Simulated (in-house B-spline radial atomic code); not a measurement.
Whole-atom quantities along the 55-electron series, configuration [Kr] 4d10 4f9. Breit and QED terms are first order and not part of the total energy; the density at the nucleus is averaged over the nuclear charge. Computed with a B-spline radial code for spherical atoms: Dirac-Hartree-Fock, average of the configuration, finite nuclei.

```tsv
ion	Z	E/Z² (Eh)	Σ<r²> (bohr²)	n(0)/Z³ (bohr⁻³)	Lamb diamagnetic shielding (ppm)	repulsion over attraction	Breit energy (eV)	self-energy (eV)	vacuum polarisation (eV)	Dirac less non-relativistic energy (Eh)
Tm14+	69	-2.8377	10.816	2.6793	8460.69	0.13436	359.1	291.9	-48.996	-633.02
Yb15+	70	-2.8555	10.152	2.7685	8637.22	0.13286	377.37	308.14	-52.454	-675.15
Lu16+	71	-2.8732	9.5559	2.8659	8815.32	0.13136	396.32	325.11	-56.13	-719.53
Hf17+	72	-2.8907	9.0179	2.9827	8995.12	0.12986	415.95	342.85	-60.05	-766.29
Ta18+	73	-2.9081	8.5293	3.1009	9176.62	0.12837	436.29	361.38	-64.21	-815.48
W19+	74	-2.9253	8.0834	3.2232	9359.89	0.12688	457.34	380.74	-68.628	-867.2
Re20+	75	-2.9425	7.6746	3.3544	9545.05	0.1254	479.14	400.97	-73.322	-921.58
Os21+	76	-2.9596	7.2985	3.4836	9732.1	0.12393	501.69	422.09	-78.298	-978.67
```

Q: With what power of Z does the column «self-energy (eV)» change over this range?

A: A fit of the logarithm of its size against log Z from Z = 69 to 76 has slope 3.82. One-loop self-energy scales as Z⁴F(Zα), with F falling from low Z to about Z = 90.
